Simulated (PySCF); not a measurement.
Species: `O=C(CO[SiH2]C=O)O`. The columns A, B, C and D hold Mulliken, IAO, Hirshfeld and ESP-fitted charges (e) of one PBE0/pcSseg-1 density (PySCF), in a shuffled order. Coordinates in Å (GFN2-xTB); the density's dipole moment is (-1.77, -0.44, -0.13) D.

```tsv
atom	x	y	z	A	B	C	D
O1	1.241	0.997	-1.455	-0.364	-0.218	-0.385	-0.425
C2	1.692	-0.084	-1.161	-0.024	+0.042	-0.004	+0.338
Si3	1.341	-0.919	0.534	+0.846	+0.367	+0.956	+0.479
O4	0.363	0.020	1.436	-0.632	-0.220	-0.625	-0.380
C5	-0.758	0.725	1.042	+0.126	+0.005	-0.097	-0.039
C6	-1.396	0.135	-0.193	+0.407	+0.222	+0.530	+0.777
O7	-0.964	-0.834	-0.760	-0.436	-0.223	-0.452	-0.549
O8	-2.480	0.791	-0.579	-0.352	-0.155	-0.462	-0.639
H9	2.325	-0.616	-1.902	+0.087	+0.034	+0.097	-0.007
H10	2.543	-0.813	1.358	-0.120	-0.087	-0.144	-0.136
H11	0.924	-2.298	0.321	-0.101	-0.082	-0.140	-0.092
H12	-1.493	0.724	1.857	+0.152	+0.059	+0.171	+0.106
H13	-0.493	1.766	0.814	+0.157	+0.056	+0.174	+0.104
H14	-2.846	0.407	-1.394	+0.254	+0.199	+0.381	+0.462
```

Task: Which column most likely holds the ESP-fitted charges?

Result: D. Σ q r misses the density's dipole by 0.05 D (D), 0.56 D (B), 1.36 D (C), 2.20 D (A). Charges fitted to the outside potential are the only set here that is tied to the molecule's multipoles.

Task: And the Hirshfeld charges?

Result: B. The mean sizes are 0.141 e (B), 0.290 e (A), 0.324 e (D), 0.330 e (C), and Hirshfeld charges are commonly the smallest of these schemes.

As computed, A = Mulliken, B = Hirshfeld, C = IAO, D = ESP-fitted. Hydrogens on carbon: Mulliken +0.09 to +0.16, Hirshfeld +0.03 to +0.06, IAO +0.10 to +0.17, ESP-fitted -0.01 to +0.11 e.

The ESP scheme is a least-squares fit of atom-centred charges to the potential on four shells outside the van der Waals surface, with the total charge fixed. The Hirshfeld scheme divides the density at each point in proportion to the densities of the neutral, spherically averaged free atoms.

One conformer (not necessarily the lowest) at the GFN2-xTB geometry, without solvent, vibrations or thermal averaging.
